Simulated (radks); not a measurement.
Results of a calculation; reference values are marked as such.
Question: Code: a radial shooting solver on a logarithmic mesh with Libxc functionals. Model: non-relativistic Kohn-Sham, BLYP, spin-unpolarised, spherical densities, point nucleus. Each species is in its NIST ground configuration. Rank Cu+, Cr+, Fe+, Mn+, Co+, Sc+, Zn+, Ni+, Ti+, V+ by radius at which the density is 0.001 e/bohr^3 (bohr), largest first.

Answer: Sc+ 4.27, Ti+ 4.20, Mn+ 3.96, Fe+ 3.89, V+ 3.69, Zn+ 3.65, Cr+ 3.63, Co+ 3.44, Ni+ 3.38, Cu+ 3.32.
